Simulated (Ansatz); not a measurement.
Species: CH₆Sn (charge 0, singlet). 
Coordinates optimised at B3LYP-D3(BJ)/def2-TZVP (Ansatz, an electronic-structure program):
```
Sn
H 1 1.7141
H 1 1.7141 2 108.86
H 1 1.7141 2 108.86 3 118.53
C 1 2.1582 2 110.08 4 120.74
H 5 1.0887 1 109.81 2 -180.00
H 5 1.0887 6 109.13 1 -120.42
H 5 1.0887 6 109.13 7 -119.17
```

Dipole moments at this geometry, in debye (magnitudes).

| level | program | dipole (D) |
|---|---|---|
| SVWN5/def2-TZVPD | Ansatz | 0.75 |
| BLYP/def2-TZVPD | Ansatz | 0.79 |
| BHLYP/def2-TZVPD | Ansatz | 0.73 |
| r2SCANh/def2-TZVPD | Ansatz | (withheld) |
| CCSD(T)/def2-SVPD | Ansatz | (withheld) |

Problem. Fill in the missing entries.

Solution. 
- r2SCANh/def2-TZVPD, dipole (D): 0.77
- CCSD(T)/def2-SVPD, dipole (D): 0.69
